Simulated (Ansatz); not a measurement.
A trace of molecular dynamics of a periodic cell of 17 atoms, LiBe16 (host Be, host structure hcp, interstitial Li).

Theory: DFT PBE, scalar-relativistic, plane waves, PAW in Ansatz 0.2.0. Settings: accuracy low, cutoff 420 eV, k mesh 3x3x2, fermi-dirac smearing 0.15 eV, no spin polarisation.

```yaml
ensemble: NVE (velocity Verlet)
starting_velocities_drawn_for: 2400 K
seed: 343665
```

```json
{"time (fs)": "0.0", "T (K)": "2400", "potential energy less start (eV)": "0.000", "conserved less start (meV/atom)": "0.00"}
{"time (fs)": "11.0", "T (K)": "729", "potential energy less start (eV)": "3.466", "conserved less start (meV/atom)": "0.63"}
{"time (fs)": "22.0", "T (K)": "1124", "potential energy less start (eV)": "2.644", "conserved less start (meV/atom)": "0.29"}
{"time (fs)": "33.0", "T (K)": "1312", "potential energy less start (eV)": "2.256", "conserved less start (meV/atom)": "0.36"}
{"time (fs)": "44.0", "T (K)": "805", "potential energy less start (eV)": "3.305", "conserved less start (meV/atom)": "0.40"}
{"time (fs)": "55.0", "T (K)": "1131", "potential energy less start (eV)": "2.630", "conserved less start (meV/atom)": "0.32"}
{"time (fs)": "66.0", "T (K)": "1181", "potential energy less start (eV)": "2.527", "conserved less start (meV/atom)": "0.34"}
{"time (fs)": "77.0", "T (K)": "828", "potential energy less start (eV)": "3.258", "conserved less start (meV/atom)": "0.46"}
{"time (fs)": "88.0", "T (K)": "1552", "potential energy less start (eV)": "1.758", "conserved less start (meV/atom)": "0.23"}
{"time (fs)": "99.0", "T (K)": "1089", "potential energy less start (eV)": "2.718", "conserved less start (meV/atom)": "0.44"}
{"time (fs)": "110.0", "T (K)": "1064", "potential energy less start (eV)": "2.768", "conserved less start (meV/atom)": "0.35"}
{"time (fs)": "121.0", "T (K)": "1076", "potential energy less start (eV)": "2.745", "conserved less start (meV/atom)": "0.41"}
{"time (fs)": "132.0", "T (K)": "1190", "potential energy less start (eV)": "2.508", "conserved less start (meV/atom)": "0.29"}
{"time (fs)": "143.0", "T (K)": "1075", "potential energy less start (eV)": "2.746", "conserved less start (meV/atom)": "0.41"}
{"time (fs)": "154.0", "T (K)": "1288", "potential energy less start (eV)": "2.306", "conserved less start (meV/atom)": "0.33"}
{"time (fs)": "165.0", "T (K)": "1302", "potential energy less start (eV)": "2.276", "conserved less start (meV/atom)": "0.25"}
{"time (fs)": "176.0", "T (K)": "989", "potential energy less start (eV)": "2.925", "conserved less start (meV/atom)": "0.43"}
{"time (fs)": "187.0", "T (K)": "1087", "potential energy less start (eV)": "2.722", "conserved less start (meV/atom)": "0.39"}
{"time (fs)": "198.0", "T (K)": "1316", "potential energy less start (eV)": "2.248", "conserved less start (meV/atom)": "0.30"}
{"time (fs)": "209.0", "T (K)": "1001", "potential energy less start (eV)": "2.901", "conserved less start (meV/atom)": "0.46"}
{"time (fs)": "220.0", "T (K)": "1062", "potential energy less start (eV)": "2.772", "conserved less start (meV/atom)": "0.34"}
{"time (fs)": "231.0", "T (K)": "963", "potential energy less start (eV)": "2.979", "conserved less start (meV/atom)": "0.39"}
{"time (fs)": "242.0", "T (K)": "1079", "potential energy less start (eV)": "2.739", "conserved less start (meV/atom)": "0.36"}
{"time (fs)": "253.0", "T (K)": "1011", "potential energy less start (eV)": "2.880", "conserved less start (meV/atom)": "0.39"}
{"time (fs)": "264.0", "T (K)": "1053", "potential energy less start (eV)": "2.791", "conserved less start (meV/atom)": "0.35"}
```

Question: Can this run be trusted? Judge the integration.

Answer: The conserved energy stayed within 0.65 meV per atom of its start (net change 0.32 meV per atom), so the integration is sound. The temperature averaged 0.46 of the 2400 K drawn at the start: a run that starts near a minimum puts about half its kinetic energy into the potential. A run of 0.27 ps of so small a system gives no equilibrium averages. Limits of this set-up: coarse k mesh, low accuracy level. The time step was 1 fs.

The run took 6.6 min on 1 thread of Intel(R) Xeon(R) Platinum 8488C (Sapphire Rapids), with other jobs on the host, peak memory 0.38 GiB.
